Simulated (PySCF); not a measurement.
C2Cl3, SMILES Cl[C]=C(Cl)Cl (connectivity only; charge and spin as stated), charge +1, multiplicity 1. Atoms are numbered in the order given.

```xyz
5

Cl     0.0000     0.0000    -2.4067
C      0.0000     0.0000    -0.8447
C      0.0000     0.0000     0.4671
Cl     0.0000    -1.4869     1.2700
Cl     0.0000     1.4869     1.2700
```
Charge +1, spin multiplicity 1.

Coordinates come from a PBE0-D3(BJ)/def2-SVP optimisation. The spin state was assumed, not searched. The isomer is the one that the SMILES or the coordinates give; other isomers of the formula were not compared.

Method: PBE0/pcSseg-1 (PySCF).

GIAO shieldings, no solvent; atoms alike by connectivity are averaged. δ = σ(ref) − σ: ³⁵Cl against HCl (σ = 945.9 ppm); ¹³C against TMS (σ = 186.3 ppm), references at their B3LYP-D3(BJ)/def2-TZVP geometries, non-relativistic (without spin–orbit terms, shifts of atoms bonded to Cl or Br come out too high).

```tsv
nucleus	atoms	count	δ (ppm)
³⁵Cl	Cl1	1	1164.7
³⁵Cl	Cl4, Cl5	2	283.5
¹³C	C2	1	604.1
¹³C	C3	1	152.4
```
